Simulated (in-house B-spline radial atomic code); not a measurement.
## Binding energies in the chlorine ion Cl⁸⁺

NIST's tabulated ground configuration is [He] 2s2 2p5; each binding energy is the energy of the ion with one electron taken from that subshell, relaxed, less that of the parent. Level of theory: Dirac-Hartree-Fock, average of configuration, Fermi nucleus of rms radius 3.3654 fm; calculated with an all-electron radial atomic-structure program (B-spline basis). Energies include first-order Breit, QED and recoil terms.

```tsv
subshell	X-ray name	binding energy (eV)	-ε (eV)	relaxation (eV)
1s	K	3053	3073.6	17.9
2s	L1	466.7	468.8	1.9
2p	L2,3	403.1	405.8	2.6
```

Relaxation = -ε minus the binding energy without Breit, QED and recoil terms.

Question: What does it cost to remove two 1s electrons?

Answer: 6359.4 eV, which is 253.5 eV more than the two single binding energies together.

Question: What does it cost to remove two 2s electrons?

Answer: 988.29 eV, which is 54.97 eV more than the two single binding energies together.

Question: What does it cost to remove two 2p electrons?

Answer: 864.95 eV, which is 58.75 eV more than the two single binding energies together.
